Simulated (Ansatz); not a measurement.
Br$_{2}$H$_{4}$Si$_{2}$, SMILES `[SiH3][SiH](Br)Br`, relaxed with RKS PBE0-D4/def2-TZVP in Ansatz from a PBE-D4/def2-SVP geometry. The force threshold is 0.005 eV/Å; the program also tests the step.

The species carries charge 0 and has multiplicity 1.

Start:

```xyz
8

Si   -0.728   -0.879    0.508
Si    0.761    0.745   -0.300
Br   -0.332    2.706   -0.400
Br    1.435    0.114   -2.348
H    -1.217   -0.480    1.874
H    -1.884   -0.961   -0.449
H    -0.029   -2.209    0.587
H     1.994    0.964    0.528
```

How much energy does the relaxation release, and in how many steps? (Best estimate.)

The calculation gave: 0.03 eV, in 5 steps.

Which bonds change most? (Estimate.)

Computed: Si2–Br4 from 2.247 to 2.221 Å; Si2–Br3 from 2.247 to 2.221 Å; Si2–H8 from 1.501 to 1.481 Å; Si1–H7 from 1.504 to 1.486 Å.

Give the relaxed structure. (Estimate.)

Computed: 
```xyz
8

Si   -0.729   -0.879    0.507
Si    0.749    0.737   -0.300
Br   -0.310    2.686   -0.408
Br    1.432    0.135   -2.325
H    -1.203   -0.480    1.858
H    -1.874   -0.964   -0.433
H    -0.031   -2.188    0.583
H     1.965    0.952    0.518
```
